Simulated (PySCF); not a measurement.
**Vertical excitation energies**

Compound: CH8P2SSi2.
Atom-mapped SMILES: `[CH3:1][S:2][SiH:3]1[PH:4][SiH2:5][PH:6]1` (hydrogens: H7, H8, H9 on C1; H10 on Si3; H11 on P4; H12, H13 on Si5; H14 on P6)

Method used: TDDFT CAM-B3LYP/def2-SVPD, vertical, gas phase, core orbitals frozen in the response in PySCF. Geometry: GFN2-xTB, one conformer, isolated molecule.

Task: Predict the UV-vis stick spectrum at this level.

Result: 

```json
{"state": "S1", "E (eV)": "4.76", "λ (nm)": "260.2", "ν̃ (cm⁻¹)": "38430", "f": "0.0014", "main configurations (H = HOMO, L = LUMO)": "H→L (66%), H→L+1 (25%)"}
{"state": "S2", "E (eV)": "4.79", "λ (nm)": "258.7", "ν̃ (cm⁻¹)": "38660", "f": "0.0069", "main configurations (H = HOMO, L = LUMO)": "H→L+1 (60%), H→L (24%), H-1→L+1 (8%)"}
{"state": "S3", "E (eV)": "5.16", "λ (nm)": "240.5", "ν̃ (cm⁻¹)": "41590", "f": "0.0048", "main configurations (H = HOMO, L = LUMO)": "H→L+2 (91%)"}
{"state": "S4", "E (eV)": "5.36", "λ (nm)": "231.4", "ν̃ (cm⁻¹)": "43210", "f": "0.0066", "main configurations (H = HOMO, L = LUMO)": "H-1→L (62%), H-1→L+1 (11%)"}
{"state": "S5", "E (eV)": "5.70", "λ (nm)": "217.7", "ν̃ (cm⁻¹)": "45940", "f": "0.0003", "main configurations (H = HOMO, L = LUMO)": "H-1→L+1 (64%), H-1→L (10%)"}
{"state": "S6", "E (eV)": "5.79", "λ (nm)": "214.0", "ν̃ (cm⁻¹)": "46730", "f": "0.018", "main configurations (H = HOMO, L = LUMO)": "H→L+3 (85%)"}
{"state": "S7", "E (eV)": "5.99", "λ (nm)": "207.1", "ν̃ (cm⁻¹)": "48280", "f": "0.073", "main configurations (H = HOMO, L = LUMO)": "H-1→L+2 (78%)"}
{"state": "S8", "E (eV)": "6.22", "λ (nm)": "199.3", "ν̃ (cm⁻¹)": "50170", "f": "0.0060", "main configurations (H = HOMO, L = LUMO)": "H→L+4 (40%), H-1→L+4 (22%), H-1→L (16%)"}
```

Triplets (Tamm–Dancoff): T1 4.29 eV, H→L (60%), H→L+1 (24%); T2 4.40 eV, H→L+1 (58%), H→L (23%); T3 4.75 eV, H→L+2 (84%).

The lowest singlet comes at 260 nm (460 kJ/mol) in the ultraviolet; it is very weak; its leading configuration is HOMO→LUMO (66%). The most intense listed level is S7 at 5.99 eV (207 nm, f = 0.073), 1.22 eV above S1. Löwdin shares by element: HOMO phosphorus 60%, sulfur 16%, silicon 10% or more; LUMO phosphorus 36%, silicon 33% (atoms not listed hold the other 31%). The oscillator strengths of these states sum to 0.117; summed over the whole spectrum of an exact calculation they would give the number of electrons, 88 (Thomas–Reiche–Kuhn). Weighted by f, the mean energy of these states is 5.81 eV. Of the 8 states listed, 2 reach f = 0.01 and 1 stays under 0.0005. Singlets were solved by full linear response, triplets in the Tamm–Dancoff approximation.

Hardware: Arm Neoverse N1, one thread, shared host with 64 logical CPUs at a one-minute load of 62. Cost: 77 s of wall time, 0.95 GiB resident at most.
